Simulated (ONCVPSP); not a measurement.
**What one change does to a pseudopotential (cadmium, ONCV)**

cadmium (Cd), optimised norm-conserving Vanderbilt (ONCV), made with ONCVPSP 4.0.1 (PBEsol, scalar-relativistic). Core [Kr], reference 4d10 5s1.5 (charge +0.5). Waves: 5s: rc 2.25 bohr, ncon 5, nbas 8, qcut 2.4 1/bohr, 1 projector; p scattering state at 0.18 Ha: rc 2.20 bohr, ncon 4, nbas 8, qcut 4.3 1/bohr, 1 projector; 4d: rc 1.10 bohr, ncon 4, nbas 7, qcut 9.2 1/bohr, 3 projectors, debl 3.2 Ha. Local part: polynomial inside 1.00 bohr (lpopt 5, dvloc0 -1 Ha). Core correction: none.

In the p channel the program set the typed energies aside and used 0.050 Ha.

All-electron outer shells of the reference configuration (PBEsol, scalar-relativistic, ld1.x):

```json
{"shell": "4p", "level (eV)": "-71.15", "outermost node (bohr)": "0.43", "outermost maximum (bohr)": "0.84"}
{"shell": "4d", "level (eV)": "-15.96", "outermost node (bohr)": "0.42", "outermost maximum (bohr)": "0.98"}
{"shell": "5s", "level (eV)": "-9.27", "outermost node (bohr)": "1.06", "outermost maximum (bohr)": "2.29"}
```

Change: local potential polynomial inside 1.05 bohr (lpopt 5, dvloc0 0 Ha).

Cutoffs: the cutoffs (Ha) at which the residual kinetic energy of the hardest occupied pseudo-wave falls to 1 and 0.1 mHa per electron; they do not see the model core or the augmentation charge, which bear on the density cutoff. Errors are all-electron minus pseudo energies relative to the spin-unpolarised reference configuration.

Question: Predict the effect on cutoff, ghosts and configuration errors.

Answer: The potential gets neither clearly harder nor softer (38 Ha and 58 Ha → 38 Ha and 58 Ha); both files keep a bound ghost (p, s); the lowest positive-energy flag moves from s at 16.2 eV to none; the errors of the 3 common tests hardly move.

| quantity | base | changed |
| --- | --- | --- |
| cutoff, loose | 38 Ha | 38 Ha |
| cutoff, tight | 58 Ha | 58 Ha |
| bound ghosts | s, p | s, p |
| GHOST(+) flags under 300 eV | s at 16.2 eV | none |
| tests with a reliable result | 3 of 4 | 3 of 4 |
| error for 4d10 5s2, meV [ΔE -3.73 eV] | +1.0 | +0.8 |
| error for 4d10 5s1, meV [ΔE 5.58 eV] | -0.6 | -0.8 |
| error for 4d10 5s0, meV [ΔE 22.67 eV] | +1.7 | +1.7 |
| s: phases at 2.29 bohr within 0.05 rad from the reference energy up to (Ha; the scan ends near 5) | 0.3 | 0.6 |
| p: phases at 2.23 bohr within 0.05 rad from the reference energy up to (Ha; the scan ends near 5) | 1.3 | 1.6 |
| d: phases at 1.12 bohr within 0.05 rad from the reference energy up to (Ha; the scan ends near 5) | to the end of the scan | to the end of the scan |

 A true bound ghost makes a file unfit for plane-wave use even where its test errors are small: the radial tests pick states by their node count and pass the ghost by.
